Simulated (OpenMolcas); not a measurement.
## Ag⁶⁺: from RASSCF to RASPT2

* Program: OpenMolcas 26.06
* Basis: ANO-R2 [7s5p4d2f1g]
* Scalar Hamiltonian: X2C, finite nucleus
* Active space: 11 electrons in 8 orbitals (RAS1 4p, at most 2 holes; RAS2 4d)
* State averaging: 2S+1 = 6 even, 1 root; 2S+1 = 4 even, 24 roots; 2S+1 = 2 even, 70 roots
* Spin-orbit coupling: RASSI with atomic mean-field integrals over the reference wave functions, term energies averaged over their components

Methods on the same reference wave functions:
A. RASSCF
B. SS-RASPT2, IPEA 0.25 Eh, imaginary shift 0.1 Eh (closed shells correlated: 4s)
C. MS-RASPT2, IPEA 0.25 Eh, imaginary shift 0.1 Eh (closed shells correlated: 4s)

Energies in cm-1 above 4d5 6S 5/2, the measured ground level; measured values from the list in Gamrath, thesis, University of Mons (2023).

```
            Level      A      B      C  Measured
       4d5 6S 5/2    0.0    0.0    0.0       0.0
4d5 4G 5/2 [57 %]  34904  31060  31060     29390
       4d5 4G 7/2  36150  31900  31900     30378
      4d5 4G 11/2  36461  32150  32150     30662
       4d5 4G 9/2  36667  32360  32360     30907
4d5 4P 3/2 [54 %]  37000  34950  34950          
4d5 4P 1/2 [66 %]  38114  36520  36520     34605
       4d5 4D 7/2  42637  38360  38360     36485
4d5 4D 1/2 [67 %]  44110  40460  40460     38685
4d5 4D 5/2 [54 %]  44441  41150  41170          
4d5 4D 3/2 [53 %]  44719  41550  41550          
      4d5 2I 11/2  52673  46260  46260     44011
      4d5 2I 13/2  54337  47680  47680     45546
4d5 4F 9/2 [66 %]  56574  51550  51550     49104
4d5 4F 5/2 [75 %]  57791  53420  53350     51049
4d5 2H 9/2 [54 %]  61364  56340  56340          
    4d5 2G 7/2(1)  64863  58710  58650          
      4d5 2H 11/2  65246  60370  60370     57962
    4d5 2F 7/2(2)  68771  62410  62550     59792
       4d5 2S 1/2  73469  67010  67010          
    4d5 2D 3/2(2)  81132  75440  75450          
    4d5 2D 5/2(2)  82255  76520  76540          
    4d5 2G 9/2(2)  90880  82670  82700          
    4d5 2G 7/2(2)  91340  83160  83130     79705
```

Deviations, from unrounded energies. A percentage is the sum of absolute deviations over the sum of measured energies, with the sign that they share, or ± where signs differ.

| Against measurement | Levels | A | B | C |
| --- | --- | --- | --- | --- |
| mean absolute deviation (cm-1) | 14 | 7000 | 2100 | 2100 |
| other terms of the ground configuration (%) | 14 | +15.8 | +4.7 | +4.8 |

B, C lie about equally close to measurement and A furthest from it. The largest miss of B in the table is 4d5 2G 7/2(2), by +3500 cm-1. The ranking rests on the paired levels alone, and a cruder setting can come out closer through cancelling errors.

Between B and C the level of the table that moves most is 4d5 2F 7/2(2), by 140 cm-1 (lowest in B, highest in C). Moves below CASPT2's spread within the term are not significant.

The two smallest mean deviations differ by little beside CASPT2's spread within terms, so their order carries little weight.

From A to B the spin-free energies of the other terms of 4d5 shown, above 6S, scale by factors of 0.88 to 0.98.

The lowest spin-free term lies below A's lowest term by 0.336 hartree in B, 0.336 hartree in C.

CASPT2 breaks the degeneracy within a term, and the mean is taken; among the terms shown or strongly mixed into the levels shown the widest spread is 1000 cm-1 (4d5 2I, C). Active for correlation alone: 4p; no level in the range computed is led by a configuration that opens it, so any true level of that kind is missing. Without dynamic correlation excited terms often stand tens of per cent too high (terms of higher spin than the ground term too low), and those without a measured partner can miss by more than the paired ones (holds for A). Some levels mix across a computed gap that differs much from the measured one, so their mixing is not that of the real levels (holds for A). Measured partners are found by configuration, term and J. A level has none where our copy of the source lacks it or the pairing is in doubt (some pairs that miss far off the trend of their configuration count as doubtful), and it then counts in no deviation. Only configurations of the active space appear. Levels that lie high or do not pair safely by name in every column are left out.

A share in square brackets marks a mixed level and gives the weight of the term that names it, the lowest over the columns. A number in round brackets counts repeated terms of one configuration in the order of the reference energies.
